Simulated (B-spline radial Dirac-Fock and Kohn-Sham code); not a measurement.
**How the binding energies of Ho add up**

System: atomic holmium, configuration [Xe] 4f11 5d1 6s1 (not the ground configuration); nuclear rms radius 5.2022 fm (A = 165).

The computed values come from an atomic code on a B-spline grid: Dirac-Fock energy differences between relaxed states, corrected for Breit and QED terms. No correlation. Energies are counted from the vacuum level. Subshells whose hole state is unreliable or did not converge are left out.

All terms are in eV, carry their sign (relaxation lowers the binding energy) and add up to the binding energy; ⟨r⟩ is the mean radius of the orbital in the initial state.

```
subshell  −ε (Koopmans)  relaxation    Breit     QED  binding energy  ⟨r⟩ (bohr)
      1s        55950.5      -84.89  -165.11  -85.78               ?       0.021
      2s         9481.1      -51.33   -17.64  -11.94          9400.2       0.087
   2p1/2         9001.9      -55.43   -29.28    0.32          8917.5       0.073
   2p3/2         8142.8      -53.08   -18.38   -0.96          8070.4       0.080
      3s         2170.3      -30.05    -3.06   -2.69          2134.5       0.229
   3p1/2         1960.9      -30.85    -5.28    0.02          1924.8       0.219
   3p3/2         1778.1      -29.69    -3.04   -0.23          1745.2       0.232
   3d3/2         1424.1      -31.94    -2.18    0.21          1390.2       0.205
   3d5/2         1384.7      -31.50    -1.33    0.10          1351.9       0.209
      4s          453.8      -14.14    -0.62   -0.63           438.4       0.519
   4p1/2          369.1      -13.79    -1.06    0.01           354.3       0.530
   4p3/2          327.8      -12.91    -0.54   -0.05           314.3       0.559
   4d3/2          187.6      -12.15    -0.27    0.05           175.2       0.592
   4d5/2          179.9      -11.83    -0.11    0.03           168.0       0.603
      4f          12.52       -8.88     0.10    0.02            3.76       0.823
   5p1/2          35.34       -3.40    -0.11    0.01           31.84       1.471
   5p3/2          30.06       -3.06    -0.05    0.00           26.95       1.579
      5d           2.78       -0.27     0.00    0.00            2.52       4.215
      6s           5.31       -0.40     0.00   -0.01            4.91       4.424
```

Problem. Which binding energy belongs in the row of 1s?

Solution. 55614.7 eV, the sum of the terms in that row (to rounding).

For the deepest level, K (1s), the Breit terms make up -0.297 % of the binding energy, QED -0.154 % and orbital relaxation -0.153 %.

Spin-orbit splittings: 2p 847.1 eV, 3p 179.7 eV, 3d 38.31 eV, 4p 39.99 eV, 4d 7.21 eV, 5p 4.89 eV.
